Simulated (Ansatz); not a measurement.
This geometry of ClH3OSn + H4Si (11 atoms, charge 0, multiplicity 1) is a first-order saddle point.

All numbers below come from Ansatz 0.2.0, RKS PBE-D4/def2-SVP.

```xyz
11
Properties=species:S:1:pos:R:3
Sn -0.057 0.027 -0.112
O 0.114 -0.244 2.040
H -0.748 -0.300 2.510
H 1.485 -0.168 -0.854
Cl -1.381 1.773 -1.059
H -1.117 -1.325 -0.313
Si 1.141 2.571 1.284
H 2.314 2.778 2.219
H 1.675 2.832 -0.106
H 0.116 3.637 1.580
H 0.505 0.942 1.906
```

(1) Which two structures does it join? (They come from a converged band through this point; their orientation in space is the band's.)

(2) How far does it lie above each of them?

## Answers

(1) Bonds broken: Sn1–O2, Si7–H11. Bonds formed: Sn1–Si7, O2–H11. ClH3OSn + H4Si becomes ClH5SiSn + H2O.

First end point:

```xyz
11
Properties=species:S:1:pos:R:3
Sn -0.317 -0.567 -0.153
O -0.133 -0.846 1.823
H -0.985 -0.684 2.274
H 1.301 -0.529 -0.725
Cl -1.323 1.566 -0.497
H -1.418 -1.701 -0.849
Si 1.376 3.055 1.443
H 2.511 3.661 2.225
H 1.844 2.796 0.036
H 0.219 4.012 1.431
H 0.971 1.758 2.088
```

Last end point:

```xyz
11
Properties=species:S:1:pos:R:3
Sn 0.018 0.470 -0.369
O 0.346 -0.191 2.354
H -0.279 0.284 2.934
H 1.231 -0.752 -0.471
Cl -0.274 1.172 -2.657
H -1.535 -0.150 0.058
Si 0.722 2.592 0.916
H 2.023 2.345 1.639
H 0.892 3.784 0.018
H -0.317 2.918 1.961
H 1.220 0.052 2.714
```

(2) 1.31 eV above the first and 1.75 eV above the second. This is the barrier of this one path; another mechanism may lie lower. The orbitals stay closed-shell, which can raise the energy where a bond breaks towards radicals; this wasn't checked here.

Time of the run: 120 s on 4 threads of Arm Neoverse V2, with other jobs on the host, peak memory 0.17 GiB.
